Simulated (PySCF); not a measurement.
# Assigning NMR signals

Bonds (- single, = double, # triple, : aromatic): C1-C2, C2=O3, C2-C4, C4-C5, C5-C6, C6-F7, C6-F8, C6-F9. C1 carries H10, H11, H12; C4 carries H13, H14; C5 carries H15, H16.

- shielding tensors at PBE0/pcSseg-1 (GIAO)
- geometry: GFN2-xTB
- code: PySCF 2.14.0 with density-fitted response routines
- fast rotation and ring inversion assumed for equivalent nuclei, gas phase, one conformer, non-relativistic

Scale: ¹³C and ¹H vs TMS (reference shieldings calculated alike).

Q: Assign these signals to the numbered atoms. ¹³C{¹H} NMR (computed): δ 209.9 (C), 136.5 (C), 40.9 (CH2), 33.3 (CH2), 31.4 (CH3).

A: 
209.9 → C2, ketone carbonyl carbon: the double bond to the heteroatom, with no lone-pair donor beside it, deshields it most
136.5 → C6, CF3 carbon: 3 electronegative neighbours deshield it
40.9 → C4, sp3 CH2 α to a carbonyl: the adjacent C=O deshields it moderately
33.3 → C5, sp3 CH2: aliphatic region, no heteroatom directly attached
31.4 → C1, methyl carbon α to a carbonyl: the adjacent C=O deshields it moderately

C5 and C1 lie closer than the usual error of such a calculation, so a measured spectrum could show them in the other order.

Q: Assign these signals to the numbered atoms. ¹H NMR (300 MHz, computed): δ 2.69 (t, 2H), 2.29 (m, 2H), 2.23 (s, 3H).

A: 
2.69 → H13/H14, hydrogen on an sp3 CH2 α to a carbonyl: α to C=O
2.29 → H15/H16, hydrogen on an sp3 CH2
2.23 → H10/H11/H12, hydrogen on a methyl carbon α to a carbonyl: α to C=O

H15/H16 and H10/H11/H12 lie closer than the usual error of such a calculation, so a measured spectrum could show them in the other order.

Splittings by ¹⁹F in the carbon and heteronuclear signals aren't shown, as no couplings were computed. Shifts are as computed. Against solution values, carbons near 30 ppm lie about +3 ppm off and those near 130 ppm about +5 ppm. Of 1211 compounds with measured shifts, 218 miss one by over three times the rms of a fit or turn the order of signals round; such compounds aren't used in these exercises. No couplings were computed; multiplicities are counted from neighbouring protons, with m where these are inequivalent, close in shift, in a saturated or five-membered ring or joined by F or P, and br s for small geminal =CH2 splittings.
